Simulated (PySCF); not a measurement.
## input.py for KS

The script input.py:

```python
from pyscf import gto, scf

mol = gto.M(
    atom='K 0 0 0; S 0 0 2.589',
    basis='3-21g',
    charge=0,
    spin=1,
    verbose=3,
)
mf = scf.UHF(mol)
mf.kernel()
mf.analyze()
print('orbital energies (hartree):', [e[max(0, n-3):n+3].round(4) for e, n in zip(mf.mo_energy, mol.nelec)])
```

```bash
$ python input.py
```

The log (some set-up lines and the per-cycle HOMO/LUMO lines with their warnings removed):

```
converged SCF energy = -991.735401958951  <S^2> = 0.75270741  2S+1 = 2.0027056
**** MO energy ****
                             alpha | beta                alpha | beta
[7 lines left out]
MO #8   energy= -6.46721916776713  | -6.44115071762099  occ= 1 | 1
MO #9   energy= -6.44692770714793  | -6.44115071762097  occ= 1 | 1
MO #10  energy= -6.44692770714791  | -6.42987494192884  occ= 1 | 1
MO #11  energy= -1.77236322937356  | -1.76942171238912  occ= 1 | 1
MO #12  energy= -0.988121645872323 | -0.978579162958288 occ= 1 | 1
MO #13  energy= -0.97511997124694  | -0.974224423984894 occ= 1 | 1
MO #14  energy= -0.975119971246936 | -0.97422442398489  occ= 1 | 1
MO #15  energy= -0.793000056490952 | -0.691406298349639 occ= 1 | 1
MO #16  energy= -0.331867731123735 | -0.245202543444974 occ= 1 | 1
MO #17  energy= -0.276349803039123 | -0.24520254344497  occ= 1 | 1
MO #18  energy= -0.276349803039121 | -0.0178454506616582 occ= 1 | 0
MO #19  energy= -0.0157969483890101 | 0.0293252743966664 occ= 0 | 0
MO #20  energy= 0.028751117808592  | 0.0293252743966701 occ= 0 | 0
MO #21  energy= 0.0287511178085937 | 0.0568406567729418 occ= 0 | 0
[9 lines left out]

To work with the spin densities directly, `use mulliken_meta_spin()` only printing them here.

 ** Mulliken spin pop alpha/beta on meta-lowdin orthogonal AOs **
 ** Mulliken Spin Density (per atom)  **
spin density of  0 K =      0.00173
spin density of  1 S =      0.99827
 ** Mulliken pop alpha/beta on meta-lowdin orthogonal AOs **
 ** Mulliken atomic charges   ( Nelec_alpha | Nelec_beta ) **
charge of  0K =      0.87525  (     9.06324      9.06151 )
charge of  1S =     -0.87525  (     8.93676      7.93849 )
Dipole moment(X, Y, Z, Debye):  0.00000,  0.00000, -11.02276
orbital energies (hartree): [array([-0.3319, -0.2763, -0.2763, -0.0158,  0.0288,  0.0288]), array([-0.6914, -0.2452, -0.2452, -0.0178,  0.0293,  0.0293])]
```

In short: E(SCF) = -991.735402 Eh, ⟨S²⟩ = 0.753, μz(SCF) = -11.02 D.

Wall time 0.71 s on one thread of a shared host.

The basis is very small, so the numbers show the basis as much as the system. The bond length is a typed value, not an optimised one. No search for the lowest solution was made.
